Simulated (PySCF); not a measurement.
# Iron: a sound run and one with changed settings

Sound run: Fe²⁺ [Ar] 3d6, Fe³⁺ [Ar] 3d5. Calculation: PySCF 2.14, in aug-cc-pVDZ-DK (7s6p4d2f, 59 functions); scalar relativity by spin-free X2C-1e. In the sound run the correlated levels freeze [Ar]. The sound run starts from symmetry-adapted Hartree-Fock orbitals and uses a fine grid where one is needed.

Changed run: initial guess minao, at most 50 SCF cycles.

| species | method | sound run (hartree) | changed run (hartree) | converged |
| --- | --- | --- | --- | --- |
| Fe²⁺ | UHF | -1270.54505 | -1270.54505 | yes |
| Fe²⁺ | M06-L | -1271.66078 | -1271.66078 | yes |
| Fe³⁺ | UHF | -1269.49894 | -1269.49894 | yes |
| Fe³⁺ | M06-L | -1270.54101 | -1270.54101 | yes |

Here the plain start reaches the same solutions.
